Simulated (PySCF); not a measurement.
Polarisability and C₆ of Si- (silicon, charge -1)

[Ne] 3s2 3p3, high-spin 4S determinant. Calculation: PySCF 2.14, in x2c-QZVPPall with one added diffuse shell each of s, p, d, f type (10s7p5d3f1g, 86 functions); the spin-free X2C one-electron Hamiltonian (Gaussian nucleus). Coupled (time-dependent) response in atomic units; α is the mean over directions.

```csv
method,mean α (bohr³),C₆ (like pair),S(−4)
UHF,116.5,1608,6696
```

S(−4) is the Cauchy moment in α(ω) = α(0) + S(−4) ω² + …

α(iu) at UHF:

| u (hartree) | α(iu) (bohr³) |
| --- | --- |
| 0 | 116.5 |
| 0.0500 | 102.7 |
| 0.100 | 79.17 |
| 0.200 | 46.25 |
| 0.300 | 29.07 |
| 0.500 | 14.06 |
| 0.750 | 7.258 |
| 1.00 | 4.418 |
| 1.50 | 2.164 |
| 2.00 | 1.309 |
| 3.00 | 0.6596 |
| 5.00 | 0.2897 |

A single London oscillator, α(iu) = α/(1 + u²/ω²), gives C₆ = (3/4) ω α². Matching the computed C₆ needs ω = 4 × 1608 / (3 × 116.5²) = 0.158 hartree.

For an ion, C₆ is the dispersion term alone; charge-induced terms of lower order in 1/R come first.
